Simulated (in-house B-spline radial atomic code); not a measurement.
Configurations of Zr⁶⁺, with energies counted from [Ar] 3d10 4s2 (4p1/2)2 (4p3/2)2. Computed with an all-electron radial atomic-structure program (B-spline basis): Dirac-Hartree-Fock, average of each configuration as written, Fermi nucleus of rms radius 4.2694 fm. Energies include first-order Breit, QED and recoil terms.

Occupations are held fixed; configurations that lie above the ionisation limit could autoionise.

| configuration | E - E(ref) (eV) | highest orbital | its <r> (bohr) |
| --- | --- | --- | --- |
| [Ar] 3d10 4s2 (4p1/2)1 (4p3/2)3 | 1.7254 | 4p3/2 | 1.262 |
| [Ar] 3d10 4s2 (4p1/2)2 (4p3/2)1 (7g7/2)1 | 99.692 | 7g7/2 | 8.981 |
| [Ar] 3d10 4s1 (4p3/2)4 (6d3/2)1 | 119.7 | 6d3/2 | 5.111 |
| [Ar] (3d3/2)3 (3d5/2)6 4s2 (4p3/2)4 (4d5/2)1 | 202.54 | 4d5/2 | 1.447 |
| [Ar] (3d3/2)4 (3d5/2)5 4s2 (4p1/2)2 (4p3/2)2 (8f7/2)1 | 265.32 | 8f7/2 | 11.96 |
| [Ne] 3s2 (3p1/2)1 (3p3/2)4 3d10 4s2 (4p3/2)4 (8d3/2)1 | 435.45 | 8d3/2 | 10.25 |

**Question.** Order these further configurations by energy, lowest first.
A. [Ne] 3s2 (3p1/2)2 (3p3/2)3 3d10 4s2 (4p3/2)4 (8g9/2)1
B. [Ar] (3d3/2)3 (3d5/2)6 4s2 (4p1/2)2 (4p3/2)2 (7g9/2)1
C. [Ne] 3s2 (3p1/2)1 (3p3/2)4 3d10 4s2 (4p3/2)4 (7f7/2)1
D. [Ar] 3d10 4s2 (4p1/2)2 (4p3/2)1 (7p1/2)1
E. [Ar] 3d10 4s2 (4p3/2)4

**Answer.** E (4.8476 eV), D (91.831 eV), B (265.35 eV), A (425.82 eV), C (434.18 eV).

**Question.** How far above the reference does [Ar] (3d3/2)4 (3d5/2)5 4s2 (4p1/2)1 (4p3/2)3 6s1 lie?

**Answer.** 242.37 eV; its least bound orbital is 6s1/2 with <r> = 3.998 bohr.
